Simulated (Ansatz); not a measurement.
`[OH][Al]([F])[Br]` + HCl → `[OH][Al]([F])[Cl]` + HBr  (ligand exchange at the Al–Br bond)

Program: Ansatz. Geometries: PBE0-D4/def2-TZVP. ΔE: electronic, gas phase. CCSD(T)/CBS is the MP2 limit (def2-TZVPP, def2-QZVPP) plus CCSD(T) − MP2 in def2-TZVPP, frozen cores. This one scheme is used for every species. DFT in def2-TZVPP. B3LYP here is the variant with VWN-RPA as its local correlation; programs differ in this. For Br outer-core shells are correlated without core-valence functions, which leaves a few kJ/mol of doubt a bond. Scalar relativity is left out up to krypton. One conformer a species, not always the lowest.

Q: Is it downhill or uphill in electronic energy at CCSD(T)/CBS, and by how much? (Best estimate.)

A: Computed: Nearly level: ΔE = +0.7 kJ/mol.

Q: What do these levels give: r2SCANh-D4, ωB97M-V, BLYP, PBE0, B3LYP, r2SCANh, BHLYP, CAM-B3LYP, LC-ωPBE, MP2/def2-SVP, HF/def2-TZVPP, CCSD/def2-TZVPP? (An estimate is asked.)

A: The calculation gave: r2SCANh-D4 -1.1, ωB97M-V -1.3, BLYP -4.2, PBE0 0.0, B3LYP -3.1, r2SCANh -1.2, BHLYP -2.1, CAM-B3LYP -3.6, LC-ωPBE -1.1, MP2/def2-SVP -2.4, HF/def2-TZVPP -0.7, CCSD/def2-TZVPP -0.5 kJ/mol.

Largest T1 diagnostic among the species: 0.011.

At CCSD(T), def2-SVP lies −4.8 kJ/mol from the extrapolated value and def2-TZVPP −1.1 kJ/mol. Leaving LDA and LC-ωPBE aside and taking each functional with its dispersion term where it has one, the values, not all of them listed here, spread over 6.1 kJ/mol, from B97M-V to PBE-QIDH.
